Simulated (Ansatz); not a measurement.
CH4FNOSi can be A, `O/C(F)=N/[SiH3]`, or B, `N=C(F)O[SiH3]`.

Program: Ansatz. Geometries: PBE0-D4/def2-TZVP. ΔE: electronic, gas phase. CCSD(T)/CBS is the MP2 limit (def2-TZVPP, def2-QZVPP) plus CCSD(T) − MP2 in def2-TZVPP, frozen cores. Functionals use def2-TZVPP. B3LYP here is the variant with VWN-RPA as its local correlation; programs differ in this. One conformer a species, not always the lowest.

(1) Which is lower in electronic energy at CCSD(T)/CBS, and by how much? (An estimate is asked.)

(2) Give E(B) − E(A) in kcal/mol with BLYP-D4, CCSD(T)/def2-TZVPP, ωB97M-V, HF/def2-TZVPP, CCSD/def2-TZVPP, PBE0-D4, B3LYP. (Best estimate.)

(3) Does the order hold for the free energy at 298.15 K (harmonic terms from PBE0-D4)? (Best estimate.)

Largest T1 diagnostic: 0.013.

## Answers

(1) Ansatz gave: B, by 3.9 kcal/mol.

(2) The calculation gave: BLYP-D4 -3.0, CCSD(T)/def2-TZVPP -3.8, ωB97M-V -3.1, HF/def2-TZVPP -4.0, CCSD/def2-TZVPP -3.9, PBE0-D4 -2.0, B3LYP -2.9. None reverses the order clearly.

(3) The calculation gave: Yes: G(B) − G(A) = -4.1 kcal/mol, for one conformer each. Modes under 60 cm⁻¹, often nearly free rotors, make the harmonic entropy too high.

From BLYP to BHLYP (50 % exact exchange), in def2-TZVPP and without D4, E(B) − E(A) moves by −0.7 kcal/mol. At CCSD(T), def2-SVP lies +2.4 kcal/mol from the extrapolated value and def2-TZVPP +0.1 kcal/mol.
